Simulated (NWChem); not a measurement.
# Correlation energy of Sn

```xyz
1

Sn     0.0000     0.0000     0.0000
```
Charge 0, spin multiplicity 3.

Program: NWChem.

Basis set: def2-SVP. Each correlation energy counts from its own Hartree-Fock reference.

Effective core potentials replace the inner electrons of Sn; spin-orbit coupling is left out. The correlated methods keep 4 core orbitals frozen. No SCF solution was tested for a lower state. Open-shell Hartree-Fock references start from PBE0 orbitals. Coupled-cluster values serve here as a point of comparison, not as the truth.

**Question.** For the correlation energy, UMP2 gives -56.1 mHa and SCS-UMP2 gives -55.3 mHa. What do CCSD on UHF, CCSD[T] on UHF, CCSD(T) on UHF give?

**Answer.** CCSD on UHF: -70.7 mHa; CCSD[T] on UHF: -72.2 mHa; CCSD(T) on UHF: -72.2 mHa.
